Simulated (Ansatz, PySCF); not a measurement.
The pair A = CH4 (SMILES C) (first 5 atoms), B = CH3NO (SMILES NC=O); geometry from B3LYP-D3(BJ)/def2-TZVP.
(charge 0, multiplicity 1):
```xyz
11

C     -0.019     0.025    -0.104
H      0.697     0.080     0.716
H      0.512     0.025    -1.055
H     -0.602    -0.893    -0.025
H     -0.684     0.889    -0.072
N     -1.093     0.063     3.316
C      0.114     0.139     3.928
O      1.182     0.174     3.359
H     -1.139     0.031     2.310
H     -1.944     0.038     3.849
H      0.027     0.168     5.030
```

Rows in 6-31G* carry no dispersion term and start afresh at each structure (6-31G* with six Cartesian d functions). MP2/6-31G* freezes PySCF's default core.

Programs: Ansatz (Gaussian orbitals); PySCF for 6-31G* rows. 

Total energies (hartree), monomers frozen at their geometry in the pair:

```tsv
structure	B3LYP/6-31G*	B3LYP/def2-TZVPPD	MP2/6-31G*
AB	-210.4095999	-210.5151979	-209.7298010
A in the pair's basis	-40.5185449	-40.5391677	-40.3328556
B in the pair's basis	-169.8906898	-169.9757594	-169.3963680
A	-40.5183297	-40.5391257	-40.3325258
B	-169.8886771	-169.9757184	-169.3940351
```

Question: Work out the interaction energy without and with the counterpoise correction, and the superposition error, for each level.

Answer: 
E(AB) − E(A) − E(B), times 627.509 kcal/mol, with the monomers in their own basis and then in the pair's basis:
- B3LYP/6-31G*: -1.63 uncorrected, -0.23 corrected; the monomers gain 1.40 kcal/mol from borrowed functions
- B3LYP/def2-TZVPPD: -0.22 uncorrected, -0.17 corrected; the monomers gain 0.05 kcal/mol from borrowed functions
- MP2/6-31G*: -2.03 uncorrected, -0.36 corrected; the monomers gain 1.67 kcal/mol from borrowed functions

Ansatz is a quantum-chemistry and plane-wave program.
